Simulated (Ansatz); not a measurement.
`CB[SiH2][AlH2]` + `C[SeH]` → `C[Se][AlH2]` + `CB[SiH3]` at 298.15 K and 1 bar (cleavage of the Al–Si bond).

Computed with Ansatz on PBE0-D4/def2-TZVP structures; ΔE is electronic, products minus reactants. CCSD(T)/CBS adds triple-zeta CCSD(T) − MP2 to the extrapolated MP2 energy (def2 sets, frozen cores). For Se outer-core shells are correlated without core-valence functions, which leaves a few kJ/mol of doubt a bond. Scalar relativity is left out up to krypton. Each species was taken in one conformer, which may not be the lowest.

```tsv
species	CCSD(T)/CBS energy (Eh)	H − E (kJ/mol)	S (J/(mol·K))
`CB[SiH2][AlH2]`	-598.71139	230.6	380.4
`C[SeH]`	-2441.15625	129.5	267.5
`C[Se][AlH2]`	-2683.80327	153.5	324.5
`CB[SiH3]`	-356.10570	208.0	315.5
```

H − E and S are ideal-gas, rigid-rotor, harmonic terms from PBE0-D4/def2-TZVP, for one conformer and one mirror image of each species. 1 Eh = 2625.50 kJ/mol, R = 8.31446 J/(mol·K).

Q: By hand: ΔE, ΔH, ΔS and ΔG.

A: ΔE = (-2683.80327) + (-356.10570) − (-598.71139) − (-2441.15625) = -0.04133 Eh = -108.5 kJ/mol. Δ(H − E) = 153.5 + 208.0 − 230.6 − 129.5 = 1.4, so ΔH = -107.1 kJ/mol. ΔS = 324.5 + 315.5 − 380.4 − 267.5 = -7.9 J/(mol·K). ΔG = -107.1 − 298.15 × (-7.9)/1000 = -104.7 kJ/mol.

Q: By hand: the equilibrium constant, and the temperature at which ΔG would vanish if ΔH and ΔS stayed fixed.

A: log₁₀ K = −ΔG/(RT ln 10) = 18.3. ΔG = 0 at ΔH/ΔS = 13557 K, far beyond where these terms or the molecules hold.

The number of gas molecules stays the same, so ΔS is small and ΔH decides. A doubt of 5 kJ/mol in ΔE shifts log₁₀ K by 0.9 here. Other conformers and mirror images would add mixing entropy, several J/(mol·K) or more a flexible species. Modes under 60 cm⁻¹, often nearly free rotors, make the harmonic entropy too high. These are equilibria of isolated gas molecules and say nothing of rates. Largest T1 diagnostic: 0.014 (customary marks: 0.02 for closed shells, 0.045 for open ones).
